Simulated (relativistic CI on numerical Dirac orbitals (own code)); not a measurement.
# How well does a small relativistic CI reproduce Cl6+?

Calculated at this level of theory: Dirac-Coulomb-Breit CI, KLI orbitals optimised for each configuration, QED by a radiative potential, valence Slater integrals scaled by 0.9, P86 correlation estimate, and configurations built on the next ion tied to the tabulated ionisation energy (semi-empirical) (own radial code, finite nucleus).

Configuration list (outside the closed core [Ne]): 3s, 3p, 3d, 4s, 4p, 4d, 4f, 5s, 5p, 5d, 5f, 5g. Levels of other configurations are missing.

| Configuration | Term (tabulated) | J | Measured (cm⁻¹) | Computed | Error | Purity (%) |
| --- | --- | --- | --- | --- | --- | --- |
| 3s | 2S | 1/2 | 0.0 | 0 | 0 | 100 |
| 3p | 2P° | 1/2 | 123001.0 | 127296 | 4295 | 100 |
| 3p | 2P° | 3/2 | 124891.0 | 129156 | 4265 | 100 |
| 3d | 2D | 3/2 | 290166.0 | 294339 | 4173 | 100 |
| 3d | 2D | 5/2 | 290239.0 | 294389 | 4150 | 100 |
| 4s | 2S | 1/2 | 464003.0 | 465293 | 1290 | 100 |
| 4p | 2P° | 1/2 | 509197.0 | 510738 | 1541 | 100 |
| 4p | 2P° | 3/2 | 509885.0 | 511415 | 1530 | 100 |
| 4d | 2D | 3/2 | 569142.0 | 570264 | 1122 | 100 |
| 4d | 2D | 5/2 | 569182.0 | 570287 | 1105 | 100 |
| 5s | 2S | 1/2 | 647677.0 | 648338 | 661 | 100 |
| 5d | 2D | 3/2 | 697598.0 | 698202 | 604 | 100 |
| 5d | 2D | 5/2 | 697619.0 | 698216 | 597 | 100 |
| 5f | 2F° | 5/2 | 705398.0 | 705720 | 322 | 100 |
| 5f | 2F° | 7/2 | 705409.0 | 705728 | 319 | 100 |

Measured levels from Moore, Atomic Energy Levels, vol. I, NSRDS-NBS 35 (1971 reprint of NBS Circular 467, 1949); pairs were made by configuration, J and term (by order where the table uses no LS term), so strongly mixed levels may be paired wrongly. The analysis dates from before 1960.

Mean error by configuration (cm⁻¹): 3p 4280; 3d 4162; 4s 1290; 4p 1536; 4d 1113; 5s 661; 5d 601; 5f 321. Over the excited levels the mean absolute error is 1855 cm⁻¹ (14 of the 14 excited levels that our extract of the source holds in range could be paired), and the median relative error of those above 1,000 cm⁻¹ is 0.24 %.
